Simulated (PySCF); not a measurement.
# AlEt2(SMe) in a uniform electric field

AlEt2(SMe), C5H13AlS.
Cartesian coordinates in Å at the PBE0-D3(BJ)/def2-SVP level; atoms count from 1:
```
atom  x, y, z in Å
Al1    0.398    0.117    0.131
C2     2.225    0.198   -0.581
C3     3.008   -1.114   -0.590
H4     2.772    0.972   -0.009
H5     2.155    0.616   -1.604
H6     4.016   -0.998   -1.022
H7     3.135   -1.520    0.426
H8     2.493   -1.893   -1.174
C9    -0.863    1.626    0.232
C10   -2.013    1.560   -0.780
H11   -0.289    2.559    0.088
H12   -1.270    1.693    1.257
H13   -2.690    2.427   -0.698
H14   -1.646    1.540   -1.819
H15   -2.630    0.657   -0.646
S16   -0.223   -1.881    0.778
C17   -1.916   -1.659    1.424
H18   -1.961   -2.073    2.441
H19   -2.623   -2.210    0.788
H20   -2.218   -0.604    1.459
```

Level: CAM-B3LYP/def2-SVPD (PySCF); nuclei fixed, core orbitals frozen in the response. Permanent dipole (-0.886, 1.644, 0.118) D (1 au = 2.5417 D). Static polarisability (au):

```
x   122.20  -1.95  -8.42
y    -1.95 111.94  -7.84
z    -8.42  -7.84  94.65
```

Only the terms in μ and α are kept: μ(F) = μ + αF and ΔE = −μ·F − ½ F·αF.

Task: A field of 0.002 au (0.103 V/Å) is applied along each axis in both senses. Find the induced dipole, the size of the total dipole and the two energy terms.

Result: 
```
field along  induced x (D)  induced y (D)  induced z (D)  total size (D)  −μ·F (kJ/mol)  −½F·αF (kJ/mol)
         +x          0.621         -0.010         -0.043           1.657         +1.830           -0.642
         −x         -0.621          0.010          0.043           2.243         -1.830           -0.642
         +y         -0.010          0.569         -0.040           2.389         -3.396           -0.588
         −y          0.010         -0.569          0.040           1.396         +3.396           -0.588
         +z         -0.043         -0.040          0.481           1.948         -0.244           -0.497
         −z          0.043          0.040         -0.481           1.918         +0.244           -0.497
```

Task: For the field (-0.0004, 0.0018, -0.0018) au, what is the induced dipole, and what angle does it make with the field?

Result: αF = (-0.095, 0.550, -0.460) D, at 5.2° to the field. The polarisability along this direction, F·αF/F², is 110.00 au, against a mean of 109.59 au.

Task: At what field along the permanent dipole would the induced dipole along it equal the permanent one, in this linear picture?

Result: The polarisability along the dipole is 115.43 au, so F = 0.7362 au / 115.43 au = 0.0064 au = 0.33 V/Å; higher-order terms are ignored.

Task: What field makes μF equal to kT at 100 K?

Result: kT = 0.3167 × 10⁻³ Eh, so F = 0.00043 au = 2.21 MV/cm.

Task: A unit point charge sits 8 Å away. Estimate the induction energy −αe²/2R⁴ with the mean polarisability, treating the molecule as a point.

Result: R = 15.12 bohr, so the energy is −109.6/(2 × 15.12⁴) Eh = -2.75 kJ/mol. The charge–dipole term at its most favourable orientation, −μe/R², is -8.46 kJ/mol.

One conformer (not necessarily the lowest) at the PBE0-D3(BJ)/def2-SVP geometry, without solvent, vibrations or thermal averaging.

These values come from a run that also computed excited states. On one thread, Intel Xeon at 2.50 GHz (x86_64), no GPU, shared host with 64 logical CPUs at a one-minute load of 62, this took 3.6 min wall (grids of density and orbitals included) and 1.2 GiB of memory at its peak.
